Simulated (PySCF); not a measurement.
Computed shifts of a molecule C₅H₇F, PBE0/pcSseg-1 (PySCF), GIAO, gas phase, equivalent atoms averaged, in ppm (number of nuclei): ¹³C: 148.5 (1), 118.2 (1), 85.8 (1), 46.6 (2). ¹⁹F: -193.2 (1). ¹H: 5.65 (2), 5.05 (1), 3.22 (4). References: ¹³C against TMS (σ = 186.3 ppm); ¹⁹F against CFCl3 (σ = 167.2 ppm); ¹H against TMS (σ = 31.56 ppm), references at their B3LYP-D3(BJ)/def2-TZVP geometries, non-relativistic. Geometry: B3LYP-D3(BJ)/def2-SVP. Other conformers were not sampled.

Problem. Which structure fits?
(A) C=C1CC(F)C1
(B) C=C/C=C(/C)F
(C) C=C1CC[C@@H]1F
(D) C=CC(F)C=C

Solution. A, C=C1CC(F)C1
